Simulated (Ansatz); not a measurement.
The cluster Ta2O7H4. Total charge 0; singlet. Geometry PBE-D4/def2-SVP, basis def2-TZVP, Ansatz.

```xyz
13

Ta    0.241   -0.014   -1.695
Ta   -0.594   -0.504    1.472
O     0.158   -1.772    2.634
O     1.937   -0.360   -1.609
O    -0.679   -1.213   -0.237
O     0.339    1.980    1.095
O    -0.038    1.508   -2.804
O    -0.411    1.139    0.171
O     0.314    1.121    2.221
H    -2.282   -0.363    1.997
H    -0.298   -1.234   -2.886
H     0.809   -2.405    2.975
H     0.505    2.116   -3.333
```

```
run  HOMO (eV)  LUMO (eV)
  A      -6.48      -3.26
  B      -7.73      -2.80
  C      -6.83      -3.15
  D      -8.40      -2.38
  E      -8.14      -2.42
```

In the def2 sets Ta takes a core potential; there is no spin–orbit coupling. HSE06 is defined as in plane-wave codes, on full-range PBE exchange. The structure holds 2 bonds between oxygen atoms, so isomers without such links may lie far lower. No other spin state of charge 0 was run. Another isomer (singlet) lies 3.50 eV lower at PBE0-D4/def2-TZVP; other spin states weren't run for this one.

Q: The runs used HSE06, PBE, PBE0, r2SCAN, r2SCAN0. Estimate which is which.

A: A PBE (0 % exact exchange); B HSE06 (range-separated); C r2SCAN (0 % exact exchange); D r2SCAN0 (25 % exact exchange); E PBE0 (25 % exact exchange). Exact exchange lowers occupied and raises empty levels; among semilocal functionals meta-GGAs tend to open the gap a little, and such runs are hard to tell apart. The gap grows from 3.23 eV (PBE) to 6.02 eV (r2SCAN0).
